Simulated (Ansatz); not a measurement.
The same atomization along the group B, Al, Ga, In.

Computed with Ansatz on PBE0-D4/def2-TZVP structures; ΔE is electronic, products minus reactants. CBS: MP2 limit from def2 TZ/QZ plus the TZ coupled-cluster correction, frozen cores. This one scheme is used for every species, atoms too. DFT in def2-TZVPP. No spin–orbit coupling; open shells (•) take unrestricted orbitals. Spin–orbit coupling would lower the free atoms: a little for Al, B, C; clearly for Ga; strongly for In. Elements past krypton have def2 core potentials. Bonds to Ga, In are less sure, by a few kJ/mol each and by 10 to 20 or more in all where they break to atoms, as the def2 sets lack core-valence functions. Scalar relativity is left out up to krypton. Each species was taken in one conformer, which may not be the lowest.

```csv
reaction,ωB97M-V (kJ/mol),LDA (SPW92) (kJ/mol),PBE0-D4 (kJ/mol)
`CN(C)B(N(C)C)N(C)C` → B• + 6 C• + 18 H• + 3 N•,11037,12578,11069
`C[N](C)[Al]([N](C)C)[N](C)C` → Al• + 6 C• + 18 H• + 3 N•,10683,12139,10692
`C[N](C)[Ga]([N](C)C)[N](C)C` → Ga• + 6 C• + 18 H• + 3 N•,10460,11956,10489
`C[N](C)[In]([N](C)C)[N](C)C` → In• + 6 C• + 18 H• + 3 N•,10268,11743,10282
```

**Question.** Give the CCSD(T)/CBS values in the same order. (Estimate.)

**Answer.** The calculation gave: 10966, 10638, 10444, 10254 kJ/mol.

Largest T1 diagnostic: 0.018, for Al•.

For atomizations the MP2-based limit and the directly extrapolated one differ by several kJ/mol either way, and by 10 to 25 for some Ge, Se and Sn compounds, so smaller differences from it don't rank the levels.
